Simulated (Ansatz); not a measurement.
Reaction (formal exchange of groups at the Si–C bond): `C=C[SiH](F)[GeH3]` + `[AlH3]` → `F[SiH]([AlH2])[GeH3]` + ethylene

Calculated with Ansatz (gas phase, PBE0-D4/def2-TZVP geometries, no zero-point term in ΔE). CCSD(T)/CBS adds triple-zeta CCSD(T) − MP2 to the extrapolated MP2 energy (def2 sets, frozen cores). This one scheme is used for every species. Functionals use def2-TZVPP. For Ge outer-core shells are correlated without core-valence functions, which leaves a few kJ/mol of doubt a bond. Scalar relativity is left out up to krypton. One conformer a species, not always the lowest.

Question: Is it downhill or uphill in electronic energy at CCSD(T)/CBS, and by how much? (Estimate.)

Answer: Ansatz gave: Uphill: ΔE = +0.08 eV.

Question: What do these levels give: LDA (SPW92), PBE0-D4, BHLYP, MP2/def2-TZVPP, MP2/def2-QZVPP, SCS-MP2/def2-QZVPP? (An estimate is asked.)

Answer: Computed: LDA (SPW92) -0.01, PBE0-D4 -0.01, BHLYP 0.08, MP2/def2-TZVPP 0.18, MP2/def2-QZVPP 0.18, SCS-MP2/def2-QZVPP 0.17 eV.

Question: What do rigid-rotor, harmonic-oscillator terms from PBE0-D4/def2-TZVP frequencies (298.15 K, 1 bar) make of the CCSD(T)/CBS value? (Best estimate.)

Answer: Computed: ΔZPE = +0.09 eV, ΔH = +0.17 eV, ΔS = 18 J/(mol·K), ΔG = +0.12 eV.

Largest T1 diagnostic among the species: 0.012.

Leaving LDA and LC-ωPBE aside and taking each functional with its dispersion term where it has one, the values, not all of them listed here, spread over 0.20 eV, from PBE-D4 to B97M-V. LDA lies +0.07 eV from PBE without D4. From BLYP to BHLYP (50 % exact exchange), in def2-TZVPP and without D4, ΔE moves by +0.10 eV.
